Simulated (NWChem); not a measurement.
Molecule: CH2NS, doublet; SMILES N[C]=S

```xyz
5

N      0.1387     1.5959     0.0000
C     -0.4254     0.4107     0.0000
S      0.0535    -1.1121     0.0000
H      1.1520     1.7214     0.0000
H     -0.4274     2.4366     0.0000
```
Atoms are numbered in this order, from 1.

In the optimisation the excess spin sits in a' (Cs, its own frame). Geometry: optimised at PBE0/def2-SVP, spin-unrestricted. No stability test was run on the SCF state.

Symmetry labels are those of Cs in the frame above (b1 and b2, or b-type labels, depend on it).

Q: List the 6 lowest vertical excitations from B3LYP/aug-cc-pVDZ, spin-unrestricted, TDA (NWChem).

A: 
```json
[
 {"state": "state 1", "energy (eV)": "2.72", "oscillator strength": "0.000", "symmetry of the excitation": "a\"", "<S²>": "0.78"},
 {"state": "state 2", "energy (eV)": "3.08", "oscillator strength": "0.000", "symmetry of the excitation": "a\"", "<S²>": "0.77"},
 {"state": "state 3", "energy (eV)": "3.74", "oscillator strength": "0.019", "symmetry of the excitation": "a'", "<S²>": "0.85"},
 {"state": "state 4", "energy (eV)": "3.94", "oscillator strength": "0.021", "symmetry of the excitation": "a'", "<S²>": "0.78"},
 {"state": "state 5", "energy (eV)": "4.32", "oscillator strength": "0.003", "symmetry of the excitation": "a'", "<S²>": "2.66"},
 {"state": "state 6", "energy (eV)": "4.91", "oscillator strength": "0.054", "symmetry of the excitation": "a'", "<S²>": "0.79"}
]
```
